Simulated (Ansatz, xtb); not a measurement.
Species: YF3 (charge -1, doublet). The spin state was set by rule; other spins were not relaxed. 
Structure (B3LYP-D3(BJ)/def2-TZVP (Ansatz, a first-principles code) minimum search):
```xyz
4

Y     -0.0517     0.0939     0.2255
F     -1.5961    -1.1580    -0.2826
F      0.0962     1.6746    -1.0747
F      1.7237    -0.9235     0.3801
```
Charge -1, spin multiplicity 2.

Harmonic wavenumbers from GFN2-xTB (xtb, at its own minimum), cm⁻¹: 54, 124, 124, 330, 405, 406.

Question: Give the harmonic wavenumbers at B3LYP-D3(BJ)/def2-TZVP (Ansatz, finite differences of forces, unscaled).

Answer: 109, 129, 129, 511, 511, 512 cm⁻¹. Zero-point energy 2.7 kcal/mol.

Question: From these and the geometry, give the ideal-gas thermochemistry at 298.15 K and 1 atm (rigid rotor, harmonic oscillator).

Answer: Point group C3v, rotational symmetry number 3. Rotational constants 4.132, 4.132, 2.31 GHz. S(trans) 40.84, S(rot) 24.32, S(vib) 11.09, S(elec, spin only) 1.38, S 77.6 cal/(mol K). H(298) - H(0) 4.08 kcal/mol; G - E(el) -16.3 kcal/mol.
